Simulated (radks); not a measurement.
Values are calculated unless marked as measured or tabulated.
Q: All-electron atom: Pd2+ in [Kr] 4d8. Level of theory: scalar-relativistic Kohn-Sham, LDA (Slater exchange, VWN5 correlation), spin-unpolarised, spherical densities, finite nucleus; Fermi nuclear charge, rms radius 4.5318 fm (a radial shooting solver on a logarithmic mesh with Libxc functionals). Some entries of the table are withheld. Estimate them.

| orbital | occ. | eigenvalue (hartree) | <1/r> (bohr^-1) | r(max) (bohr) |
|---|---|---|---|---|
| 1s | 2 | -887.8656 | 48.18 | 0.02068 |
| 2s | 2 | -130.4666 | 10.93 | 0.1169 |
| 2p | 6 | -117.1499 | 10.58 | 0.09341 |
| 3s | 2 | -24.27154 | 3.821 | 0.3422 |
| 3p | 6 | -19.89378 | 3.642 | 0.3352 |
| 3d | 10 | -12.91696 | 3.418 | 0.2819 |
| 4s | 2 | -4.06274 | 1.466 | (1) |
| 4p | 6 | -2.80168 | 1.315 | 0.9064 |
| 4d | 8 | -1.01369 | 0.9746 | 1.074 |
| 5s | 0 | -0.75622 | 0.5012 | (2) |
| 5p | 0 | -0.52235 | 0.4126 | (3) |

A: 
(1) 4s r(max) (bohr): 0.8491
(2) 5s r(max) (bohr): 2.263
(3) 5p r(max) (bohr): 2.695
